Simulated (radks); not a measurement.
Effect of the nuclear size on neutral nickel, [Ar] 3d8 4s2. Method: Dirac Kohn-Sham, BLYP, spin-unpolarised, spherical densities, finite nucleus; open shells are shared between the two j in proportion to 2j + 1; Fermi nuclear charge, rms radius 3.7757 fm; computed with a radial shooting solver on a logarithmic mesh with Libxc functionals. The rms radius is varied about that value; shifts are against it.

| rms radius (fm) | total energy shift (eV) | density at nucleus (e/bohr^3) | 1s1/2 shift (meV) | 2s1/2 shift (meV) | 2p1/2 shift (meV) | 3s1/2 shift (meV) |
|---|---|---|---|---|---|---|
| 3.198 | -0.0447 | 1.978e+04 | -19.0 | -1.76 | 0.169 | -0.252 |
| 3.6247 | -0.0124 | 1.966e+04 | -5.25 | -0.488 | 0.047 | -0.070 |
| 3.7757 | 0 | 1.962e+04 | 0.000 | 0.000 | 0.000 | 0.000 |
| 3.9418 | 0.0142 | 1.958e+04 | 6.01 | 0.558 | -0.053 | 0.080 |
| 4.5988 | 0.0759 | 1.943e+04 | 32.2 | 2.99 | -0.286 | 0.428 |

Slopes of the eigenvalues against <r^2> in GHz/fm^2, as finite differences over the two radii next to the reference (eigenvalue slopes, not the field-shift constants of lines): 1s1/2 1140, 2s1/2 105, 2p1/2 -10.1, 3s1/2 15.1.
